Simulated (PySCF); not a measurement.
# Calculated NMR parameters of CCO/C(OC)=C(\C)CF

```yaml
Formula: C7H13FO2
SMILES: CCO/C(OC)=C(\C)CF
Point_group_of_the_computed_structure: C1
Degrees_of_unsaturation: 1
Carbon_signals: 7
Proton_signals: 5
```

Atoms are numbered as in `[CH3:1][CH2:2][O:3]/[C:4]([O:5][CH3:6])=[C:7](\[CH3:8])[CH2:9][F:10]` (H(Xn): hydrogen on atom n).

PySCF calculation with shielding tensors at PBE0/pcSseg-1 (GIAO) and PBE0-D3(BJ)/def2-SVP geometry; rapidly exchanging positions averaged, one computed conformer, isolated molecule, non-relativistic Hamiltonian.

Referencing at the same level of theory: ¹H and ¹³C vs TMS; ¹⁹F vs CFCl3; ¹⁷O against H2O.

```tsv
carbon	δC, type	δH (multiplicity)	HMBC from (2–3 bonds)	span of the C tensor (ppm)
C1	16.6, CH3	1.33 (t)	H(C2)	30
C2	64.9, CH2	3.45 (q)	H(C1)	80
C4	161.0, C	–	H(C9), H(C2), H(C6), H(C8)	130
C6	56.4, CH3	3.43 (s)	–	89
C7	103.7, C	–	H(C9), H(C8)	140
C8	13.0, CH3	1.83 (s)	H(C9)	28
C9	81.7, CH2	4.96 (m)	H(C8)	86
```

Other nuclei:
```
atoms  nucleus                environment  δ (ppm)  σ (ppm)
  F10      ¹⁹F  fluorine on an sp3 carbon   -240.0    417.2
   O3      ¹⁷O               ether oxygen    105.9    228.7
   O5      ¹⁷O               ether oxygen     75.9    258.6
```

1. Carbon types of the structure: 2 × C, 2 × CH2, 3 × CH3, which accounts for all hydrogens.
2. δC 161.0: alkene carbon bearing oxygen; an sp2 carbon further deshielded by the attached heteroatom.
3. δC 103.7: β carbon of an enol-ether or enamine type C=C; the O or N lone pair pushes π density onto this β carbon and shields it.
4. δC 81.7: allylic sp3 CH2 bonded to F; deshielded by the electronegative neighbour.
5. δC 64.9: sp3 CH2 bonded to O; deshielded by the electronegative neighbour.
6. δH 3.43: hydrogen on a methyl carbon bonded to O; its carbon carries O, hence the downfield position.

Splittings by ¹⁹F in the carbon and heteronuclear signals aren't shown, as no couplings were computed. Shifts are as computed. Against solution values, carbons near 30 ppm lie about +2 ppm off and those near 130 ppm about +5 ppm. Of 1313 compounds with measured shifts, 239 miss one by over three times the rms of a fit or turn the order of signals round; such compounds aren't used in these exercises. Unscaled 19F shifts against computed CFCl3 carry errors that often reach 10 to 50 ppm. Experimental scales use liquid or dissolved standards, which lie at an offset from isolated H2O (liquid H2O: subtract about 36 ppm). Multiplicities follow the n + 1 count of equivalent neighbours, as no J values were calculated; m marks all less simple cases, F and P coupling included.
